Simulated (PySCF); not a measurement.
One of the candidates below gave these computed data.

All candidates are C3H6ClNSi.

- Dipole: 4.22 D [B3LYP/def2-SVPD]
- Polarisability: 78.2 au [B3LYP/def2-SVPD]
- 13C NMR: chemical shifts (computed TMS as zero) by class: 122.7 (1 C), 48.1 (1 C), 18.7 (1 C) ppm [GIAO PBE0/pcSseg-1]
- Triplet: lowest triplet excitation (Tamm–Dancoff): 5.99 eV [TDA B3LYP/def2-SVPD]
- Rotational structure: rotational constants A, B, C: 3.116, 1.480, 1.247 GHz [GFN2-xTB]
- UV, first state: lowest singlet excitation: 6.87 eV (180 nm, f = 0.008) [TDDFT B3LYP/def2-SVPD]

Electronic properties: PySCF, gas phase, density fitting. Levels stand in brackets. The structure is a single GFN2-xTB conformer in the gas phase; no vibrational or solvent corrections. NMR classes are plain means over equivalent atoms (diastereotopic ones count apart unless rotation or inversion swaps them), as if these changed places fast.

**Question.** Which candidate is it?
A. `C[Si@@H](Cl)CC#N`
B. `C=C[Si@@H](Cl)N=C`
C. `N#C[SiH2]CCCl`

**Answer.** C. It is `N#C[SiH2]CCCl`. Numbering: `[N:1]#[C:2][SiH2:3][CH2:4][CH2:5][Cl:6]`. Its formula, C3H6ClNSi, gives 2 degrees of unsaturation: 0 rings and 2 π bonds in the structure found. 3 carbons fall into 3 classes; from least to most shielded: cyano carbon [C2] (122.7 ppm), sp3 C–Cl carbon [C5] (48.1 ppm), sp3 carbon bound to silicon [C4] (18.7 ppm). S1 is mainly HOMO→LUMO (weight 0.89); the largest Löwdin shares of the orbital it empties are 0.72 on the alkyl chlorine, 0.13 on the sp3 C–Cl carbon and 0.04 on a methylene hydrogen, of the orbital it fills 0.22 on the cyano nitrogen, 0.22 on the cyano carbon, 0.21 on the SiH2 silicon and 0.09 on the sp3 carbon bound to silicon. The optimised geometry has point group C1 and is an asymmetric top.

The others, at the same levels:
- `C=C[Si@@H](Cl)N=C` fails: its computed 13C shifts are 174.7 (1 C), 145.5 (1 C), 141.1 (1 C) ppm and rotational constant A is 2.608 GHz (against 3.116 GHz).
- `C[Si@@H](Cl)CC#N` fails: its computed 13C shifts are 120.1 (1 C), 6.3 (1 C), 1.4 (1 C) ppm, rotational constant A is 4.676 GHz (against 3.116 GHz) and smallest rotational constant is 1.026 GHz (against 1.247 GHz).

Each candidate is one conformer, not necessarily the lowest. The conformers computed, where there is a choice (atom-mapped SMILES and torsion angles):
- `[N:1]#[C:2][SiH2:3][CH2:4][CH2:5][Cl:6]`: C2–Si3–C4–C5 46°, Si3–C4–C5–Cl6 55°
- `[CH2:1]=[CH:2][Si@@H:3]([Cl:4])[N:5]=[CH2:6]`: C1–C2–Si3–Cl4 -137°, C2–Si3–N5–C6 -117°
- `[CH3:1][Si@@H:2]([Cl:3])[CH2:4][C:5]#[N:6]`: C1–Si2–C4–C5 59°
